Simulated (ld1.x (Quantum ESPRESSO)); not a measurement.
Ga, TM: configuration errors across variants

gallium, norm-conserving Troullier–Martins (Kleinman–Bylander form), made with ld1.x (Quantum ESPRESSO) 7.5 (PBE, scalar-relativistic). Core [Ar], reference 3d10 4s1.75 4p1.25. Waves: 4s (bound): rc 1.35 bohr; 3d (bound): rc 1.15 bohr; 4p (bound): rc 2.70 bohr. Local part: the p channel. Core correction: a·sin(br)/r model core inside 0.95 bohr.

All-electron excitation energies from the reference (eV): (1) 3d10 4s2 4p0 4.085; (2) 3d9 4s2 4p2 18.712; (3) 3d10 4s1 4p2 4.934; (4) 3d9 4s2 4p1 26.092; (5) 3d9 4s0 4p0 120.361.

5 further variants failed, have other tests or another functional or relativity, and are left out.

A true bound ghost makes a file unfit for plane-wave use even where its test errors are small: the radial tests pick states by their node count and pass the ghost by.

Errors AE − PS in meV (a dash: test not solved or not reliable):

```tsv
change	(1)	(2)	(3)	(4)	(5)	bound ghosts
base	-2.3	-654	+0.6	-619	-834	s
wave 3d (bound): rc 1.15 bohr becomes 3d (bound): rc 1.42 bohr	-2.3	-504	+0.7	-476	-750	s
core correction a·sin(br)/r model core inside 1.20 bohr	-2.3	–	+0.8	-601	-806	s
```

(1) Give the same row for: all radii but the core radius scaled by about 1.07 (s 1.44, p 2.90, d 1.24 bohr).

Results:

(1) -2.0, -646, +1.4, -633, -790; bound ghosts: none.
